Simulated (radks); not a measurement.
Radial electron density D(r) = 4 pi r^2 rho(r) of an atom or ion with 22 electrons. Method: non-relativistic Kohn-Sham, r2SCAN, spin-polarised, spherical densities, point nucleus; meta-GGA in the generalised Kohn-Sham scheme; computed with a radial shooting solver on a logarithmic mesh with Libxc functionals.

r (bohr)  D(r) (e/bohr)   spin D(r)
0.002015         0.4872  -0.0000349
0.002624         0.8012  -0.0000574
0.003389          1.287  -0.0000921
0.004413          2.073   -0.000148
0.005701          3.244   -0.000232
0.007423          5.047   -0.000361
0.009666          7.651   -0.000548
0.01249           11.09   -0.000797
0.01626           15.59    -0.00113
0.021             20.58    -0.00151
0.02735           25.55    -0.00194
0.03561           29.04    -0.00239
0.046             29.78    -0.00286
0.0599            27.54    -0.00331
0.07737           24.26    -0.00271
0.1007            23.22     0.00442
0.1312            26.76      0.0369
0.1695            31.89       0.138
0.2207            32.22       0.395
0.285             24.74       0.899
0.3712            14.86        1.75
0.4833            11.45        2.81
0.6243            13.89        3.68
0.8129            14.34        3.77
1.05              9.993        2.99
1.367             4.543        1.78
1.78              1.381       0.767
2.3              0.3038       0.229
2.995           0.04218      0.0385
3.869          0.003463     0.00339
5.037         0.0001086    0.000108

What is the nuclear charge?

Answer. Z = 25. The innermost maximum, from 1s, lies near 1/Z = 0.04 bohr (found: 0.0431), and its height grows with Z. The density is that of the manganese ion Mn3+ in [Ar] 3d4; the configuration itself is not fixed sharply by these data, and Z only to about a unit. D(r) has 3 maxima, at r = 0.0431, 0.196, 0.733 bohr, and minima at 0.0945, 0.472 bohr, inside which lie 2.13, 10.61 electrons.
